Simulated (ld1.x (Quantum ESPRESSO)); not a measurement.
# Transferability test, TM potential for silver

Ag, norm-conserving Troullier–Martins (Kleinman–Bylander form), made with ld1.x (Quantum ESPRESSO) 7.5 (PBE, fully relativistic). Core [Kr], reference 4d9 5s0 5p0 (charge +2). Waves: 5s (bound, empty): rc 1.85 bohr; 5p (bound, empty): rc 2.95 bohr; 4d (bound): rc 1.40 bohr. Local part: the d channel. Core correction: a·sin(br)/r model core inside 0.95 bohr.

Open shells are filled in proportion to 2j + 1 (rel_dist='average').

Energies are relative to the spin-unpolarised reference configuration 4d9 5s0 5p0; without spin polarisation the order of configurations can differ from experiment. The d channel is local and has no spin–orbit splitting in the pseudo-atom.

```tsv
valence configuration	charge	ΔE all-electron (eV)	error AE − PS (meV)
4d10 5s1 5p0	0	-29.874	-30
4d10 5s0 5p0	+1	-22.115	-60
4d8 5s0 5p0	+3	36.191	-108
4d9 5s2 5p0	0	-25.796	-22
4d9 5s1 5p0	+1	-16.720	-8.7
4d10 5s0.5 5p0	+0.5	-26.857	-43
```

**Question.** What are ΔE and the potential's error for 4d9 5s1 5p1?

**Answer.** ΔE = -21.307 eV all-electron; the error (AE − PS) is -15 meV.

Levels in the configuration 4d10 5s0 5p0:

```
   level  all-electron (eV)  pseudo (eV)
4d j=3/2            -15.981      -15.549
4d j=5/2            -15.414      -15.549
```

Note: ghost states, extra bound levels that the all-electron valence spectrum of the same l lacks: s at -139.5 eV, p3/2 at -59.9 eV, p1/2 at -55.0 eV. A true bound ghost makes a file unfit for plane-wave use. The potential misses its own reference levels by up to 0.4 eV.
